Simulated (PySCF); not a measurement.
## Name the molecule from its bond curve

A diatomic of charge 0 contains Cs. Its singlet curve at PBE0 in a triple-zeta basis (scalar-relativistic core potentials, PySCF), in eV from the separated fragments:

```tsv
R (Å)	E (eV)
3.224	-0.465
3.374	-0.540
3.524	-0.585
3.636	-0.601
3.749	-0.606
3.861	-0.602
4.011	-0.583
4.199	-0.545
4.424	-0.484
4.724	-0.387
```

The fit gives ωe = 178 cm⁻¹ and the rotational constant Bₑ = 0.1800 cm⁻¹.

**Question.** Which atom is the partner?

**Answer.** The minimum lies at 3.749 Å, so the reduced mass is 16.8576 u Å² cm⁻¹/(Bₑ·Re²) = 6.663 u. With Cs at 132.91 u the partner weighs about 7.0 u: Li. The molecule is CsLi.

Closed-shell solutions of metal pairs were not tested for spin polarisation, which can lower them a little. Spin–orbit coupling is left out.
